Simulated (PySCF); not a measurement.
MoF5, SMILES [F][Mo+]([F])([F])([F])[F], charge +1, multiplicity 1.

Geometry optimised at PBE0-D3(BJ)/def2-SVP. The spin state was assumed, not searched. The isomer is the one that the SMILES or the coordinates give; other isomers of the formula were not compared. The def2 effective core potentials stand for the cores of Mo; spin–orbit coupling is left out.

Two levels are set side by side: PBE/def2-TZVP (PySCF) and CAM-B3LYP/def2-TZVP (PySCF). Same geometry, gas phase. Differences are taken from unrounded values.

```csv
quantity,CAM-B3LYP,PBE,PBE minus CAM-B3LYP
orbital gap (eV),10.02,4.83,-5.19
highest occupied level (eV),-21.07,-17.37,3.70
lowest empty level (eV),-11.05,-12.54,-1.50
mean polarisability (bohr³),36.9,38.6,1.7
```

PBE's occupied levels lie high since its potential decays too fast outside the molecule; exact exchange lowers them and widens the gap. Loosely held outer electrons make PBE densities more polarisable. Differences between two approximate levels are no errors against the true value.

Rough cost on one machine, each run with all the roots and properties that it gave: CAM-B3LYP against PBE within a factor of 2.
